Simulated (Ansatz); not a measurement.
C$_{2}$H$_{9}$GaO (`[CH3][GaH-]([CH3])[OH2+]`), charge 0, multiplicity 1.

(1) Give a relaxed structure at PBE0-D4/def2-TZVP (the Gaussian-basis code of Ansatz). (An estimate is asked.)

Answers

(1) Ansatz gave: 
Z-matrix (Å, degrees):
```
C
Ga 1 1.976
H 1 1.094 2 110.3
H 1 1.092 2 111.6 3 119.3
H 1 1.093 2 111.4 3 -119.3
C 2 1.988 1 119.8 3 81.4
O 2 2.234 1 100.2 3 -176.7
H 2 1.591 1 119.2 3 -78.2
H 6 1.094 2 112.7 1 165.1
H 6 1.094 2 110.0 1 -75.9
H 6 1.094 2 111.7 1 42.4
H 7 0.963 2 106.4 1 119.2
H 7 0.963 2 107.7 1 -127.0
```
This is one stationary point; other conformers may exist.
